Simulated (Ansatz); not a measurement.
Calculated with Ansatz (gas phase, PBE0-D4/def2-TZVP geometries, no zero-point term in ΔE). CCSD(T)/CBS is the MP2 limit (def2-TZVPP, def2-QZVPP) plus CCSD(T) − MP2 in def2-TZVPP, frozen cores. This one scheme is used for every species. DFT in def2-TZVPP. B3LYP here is the variant with VWN-RPA as its local correlation; programs differ in this. HSE06 is defined as in plane-wave codes. For Se outer-core shells are correlated without core-valence functions, which leaves a few kJ/mol of doubt a bond. Scalar relativity is left out up to krypton. Each species was taken in one conformer, which may not be the lowest.

`O=C=NP` + `[SeH][SiH2][SeH]` → `P[Se][SiH2][SeH]` + `N=C=O`  (ligand exchange at a P–N bond)

| level | ΔE (kcal/mol) | difference from CCSD(T)/CBS |
| --- | --- | --- |
| PBE-D4 | -8.6 | -1.1 |
| revPBE-D4 | -8.8 | -1.3 |
| r2SCAN-D4 | -7.5 | 0.0 |
| ωB97X-V | -5.8 | 1.7 |
| PBE-QIDH | -7.0 | 0.5 |
| B3LYP | -5.0 | 2.5 |
| r2SCANh | -7.2 | 0.3 |
| r2SCAN0 | -7.0 | 0.5 |
| HSE06 | -7.2 | 0.3 |
| MP2/def2-SVP | -4.8 | 2.7 |
| HF/def2-TZVPP | -2.4 | 5.1 |
| SCS-MP2/def2-TZVPP | -5.8 | 1.7 |
| MP2/def2-QZVPP | -7.7 | -0.2 |
| SCS-MP2/def2-QZVPP | -6.2 | 1.3 |
| HF/CBS(def2) | -2.2 | 5.3 |
| CCSD/CBS(def2) | -6.7 | 0.8 |
| CCSD(T)/CBS | -7.5 | 0 |

Problem. What do rigid-rotor, harmonic-oscillator terms from PBE0-D4/def2-TZVP frequencies (298.15 K, 1 bar) make of the CCSD(T)/CBS value? (Estimate.)

Solution. The calculation gave: ΔZPE = +0.7 kcal/mol, ΔH = -6.5 kcal/mol, ΔS = 1 J/(mol·K), ΔG = -6.6 kcal/mol. Modes under 50 cm⁻¹ make the entropy rough.

Largest T1 diagnostic among the species: 0.018.

The D4 term adds −1.5 kcal/mol with B3LYP and −0.8 kcal/mol with PBE0; it sums over pairs of atoms, weighted by their polarisabilities, and B3LYP, whose exchange is more repulsive, gets the larger term. At CCSD(T), def2-SVP lies +3.2 kcal/mol from the extrapolated value and def2-TZVPP +1.0 kcal/mol.
